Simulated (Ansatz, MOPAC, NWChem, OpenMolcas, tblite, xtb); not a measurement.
## A ladder of methods for CH4ClGe (SMILES [CH3][GeH][Cl])

CH4ClGe, doublet, SMILES `[CH3][GeH][Cl]`. Each level relaxes the structure for itself.

Each level gives the highest harmonic wavenumber at each level's own minimum (cm⁻¹). The values are calculated.

```csv
level,kind,program,value (cm⁻¹)
PM3,semi-empirical,MOPAC,3240
PM6-D3H4X,semi-empirical,MOPAC,2834
GFN2-xTB,semi-empirical,tblite,3043
GFN1-xTB,semi-empirical,xtb,3056
UHF/3-21G,Hartree–Fock,OpenMolcas,3288
UHF/6-31G* (spherical functions),Hartree–Fock,NWChem,3308
UHF/6-31G* (Cartesian functions),Hartree–Fock,OpenMolcas,3312
"UB3LYP/6-31G*/LANL2DZ (core potential, spherical functions)",global hybrid,NWChem,3169
UPBE0-D4/def2-TZVP,global hybrid,Ansatz,3172
```

All-electron rows without a relativistic Hamiltonian named are non-relativistic, while core potentials hold scalar relativity, so basis and relativity change together. Harmonic and unscaled. The values span 2834 to 3312 cm⁻¹.
